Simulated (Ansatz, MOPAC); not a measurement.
Species: C$_{3}$H$_{8}$Si, charge 0, multiplicity 1. SMILES: C=CC[SiH3]
Geometry: optimised at B3LYP-D3(BJ)/def2-TZVP (Ansatz, a first-principles code).

Wanted: vertical ionisation energy to the doublet, in eV. Conventions: dispersion terms only where a functional's name holds one; UHF or UKS for open shells; each state is the SCF solution reached for its charge and spin; non-relativistic; valence correlation only; 6-31G* and kin with 6d, 5d where marked; no spin-orbit coupling. CBS(X,Y): correlation extrapolated as X^-3; Hartree-Fock from the larger set. The bracket is a focal-point correction in the basis named. Ab initio and DFT rows: single points at B3LYP-D3(BJ) geometries (Ansatz). Semi-empirical rows: differences of heats of formation at the shared geometry for vertical values.

```csv
species,coefficient,"E at MP2/6-31G* (Ansatz), Eh","E at wB97M-V/def2-TZVPD (Ansatz), Eh","heat of formation at PM3 (MOPAC), kcal/mol"
"charge 1, doublet",+1,-407.27168,-408.20603,228.90
"charge 0, singlet",-1,-407.61014,-408.54988,14.44
```

Coupled cluster (Ansatz) is a level with limits of its own, used here on species with T1 under 0.025 (0.045 for open shells) and stable references: RI-MP2/CBS(aug-cc-pV(T+d)Z,aug-cc-pV(Q+d)Z)+[CCSD(T)-MP2]/aug-cc-pV(T+d)Z. Value to compare with, RI-MP2/CBS(aug-cc-pV(T+d)Z,aug-cc-pV(Q+d)Z)+[CCSD(T)-MP2]/aug-cc-pV(T+d)Z (Ansatz): 9.62 eV. 1 Eh = 27.2114 eV and 1 eV = 23.0605 kcal/mol.

Task: Work the quantity out at each level, and compare with RI-MP2/CBS(aug-cc-pV(T+d)Z,aug-cc-pV(Q+d)Z)+[CCSD(T)-MP2]/aug-cc-pV(T+d)Z (Ansatz).

Result: 
- MP2/6-31G*: the sum of coefficient times E is 0.33846 Eh, or 9.210 eV. Result: 9.21 eV. Its difference against RI-MP2/CBS(aug-cc-pV(T+d)Z,aug-cc-pV(Q+d)Z)+[CCSD(T)-MP2]/aug-cc-pV(T+d)Z (Ansatz) is -0.41 eV.
- wB97M-V/def2-TZVPD: the sum of coefficient times E is 0.34385 Eh, or 9.357 eV. Result: 9.36 eV. Its difference against RI-MP2/CBS(aug-cc-pV(T+d)Z,aug-cc-pV(Q+d)Z)+[CCSD(T)-MP2]/aug-cc-pV(T+d)Z (Ansatz) is -0.26 eV.
- PM3: the sum of coefficient times heat of formation is 214.46 kcal/mol, or 9.30 eV. Its difference against RI-MP2/CBS(aug-cc-pV(T+d)Z,aug-cc-pV(Q+d)Z)+[CCSD(T)-MP2]/aug-cc-pV(T+d)Z (Ansatz) is -0.32 eV.
